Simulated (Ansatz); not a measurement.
Geometry optimisation, Ansatz 0.2.0, RKS B3LYP-D4/6-31G*.

The input (input.yaml):

```yaml
crystal:
  periodic: [false, false, false]
  atoms:
    - { symbol: Si, position_ang: [0.0, 0.0, 0.0] }
    - { symbol: O, position_ang: [0.0, 0.0, 1.68] }
    - { symbol: Si, position_ang: [-1.3147, -0.4067, 2.6436] }
    - { symbol: H, position_ang: [-2.239, -1.2403, 1.8804] }
    - { symbol: H, position_ang: [-0.8506, -1.1432, 3.8157] }
    - { symbol: H, position_ang: [-1.9987, 0.8095, 3.0733] }
    - { symbol: H, position_ang: [1.3768, 0.0, -0.4862] }
    - { symbol: Si, position_ang: [-1.0456, 1.8115, -0.7393] }
    - { symbol: H, position_ang: [-2.4302, 1.478, -1.0607] }
    - { symbol: H, position_ang: [-1.0215, 2.8436, 0.2931] }
    - { symbol: H, position_ang: [-0.3743, 2.3069, -1.9374] }
    - { symbol: H, position_ang: [-0.6877, -1.1914, -0.4862] }
basis:
  gaussian: { orbitals: "6-31G*" }
hamiltonian:
  xc: b3lyp
  dispersion: d4
relax:
  f_tol: 0.02
  max_steps: 40
```

Run as:

```bash
$ ansatz run input.yaml --threads 1 --pin off --max-ram 2048MiB --backend cpu --events-out ev --progress --plain --runs-dir out
```

Where does it end, and by what steps?

The forces met the threshold. The force dipped under the threshold on the way, but the program's further checks kept it going. After 16 steps the energy has fallen by 0.300 eV; H4 moved furthest, 0.61 Å.

| step | energy less start (eV) | largest force component (eV/Å) | accepted |
| --- | --- | --- | --- |
| 0 | 0.0000 | 1.097 | yes |
| 1 | -0.2091 | 0.430 | yes |
| 2 | -0.2317 | 0.322 | yes |
| 3 | -0.2687 | 0.114 | yes |
| 4 | -0.2862 | 0.078 | yes |
| 5 | -0.2882 | 0.345 | yes |
| 6 | -0.2911 | 0.361 | yes |
| 7 | -0.2973 | 0.012 | yes |
| 8 | -0.2976 | 0.044 | yes |
| 9 | -0.2980 | 0.048 | yes |
| 10 | -0.2984 | 0.012 | yes |
| 11 | -0.2987 | 0.022 | yes |
| 12 | -0.2989 | 0.030 | yes |
| 13 | -0.2990 | 0.057 | yes |
| 14 | -0.2993 | 0.055 | yes |
| 15 | -0.3000 | 0.017 | yes |
| 16 | -0.3001 | 0.017 | yes |

```xyz
12
Properties=species:S:1:pos:R:3
Si 0.077 -0.043 -0.054
O -0.234 -0.416 1.534
Si -1.429 -0.529 2.669
H -2.373 -1.630 2.334
H -0.802 -0.802 3.985
H -2.199 0.743 2.744
H 1.549 0.114 -0.202
Si -1.022 1.923 -0.727
H -2.499 1.785 -0.590
H -0.588 3.099 0.077
H -0.710 2.191 -2.160
H -0.356 -1.168 -0.933
```

Run time: 83 s on 1 thread of Arm Neoverse V2, with other jobs on the host, peak memory 0.19 GiB.
